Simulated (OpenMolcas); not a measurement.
An OpenMolcas run meant for O4+ (ANO-R2, X2C; inactive shells 1s; intended active space 2 electrons in 4 orbitals (2s 2p)). One step of its input:

```
&CASPT2
Multistate=3 1 2 3
Frozen=0 0
IPEA=0.25
Imaginary=3.0
MaxIter=60
WThr=0.0 0.3 0.05
PrWF=0.5
NoMix
```

The run finished. Its levels beside those of a sound run (SS-CASPT2, IPEA 0.25 Eh, imaginary shift 0.1 Eh (closed shells correlated: 1s)), in cm⁻¹ above each run's lowest level:

| Level | This run | Usual run |
| --- | --- | --- |
| 2s² ¹S₀ | 0.0 | 0.0 |
| 2s 2p ³P°₀ | 82359 | 82280 |
| 2s 2p ³P°₁ | 82504 | 82425 |
| 2s 2p ³P°₂ | 82797 | 82718 |
| 2s 2p ¹P°₁ | 162143 | 161336 |
| 2p² ³P₀ | 214274 | 214274 |
| 2p² ³P₁ | 214420 | 214420 |
| 2p² ³P₂ | 214707 | 214707 |
| 2p² ¹D₂ | 235092 | 233764 |
| 2p² ¹S₀ | 291686 | 290593 |

Q: Which setting is unsound, and how much does it matter here?

A: The level shift is far above the usual 0.1 to 0.3 hartree and damps the second-order energy. Against the sound run the excited levels shown move by 390 cm-1 on average and by 1300 cm-1 at most.

Only configurations of the active space appear.

° marks odd parity.
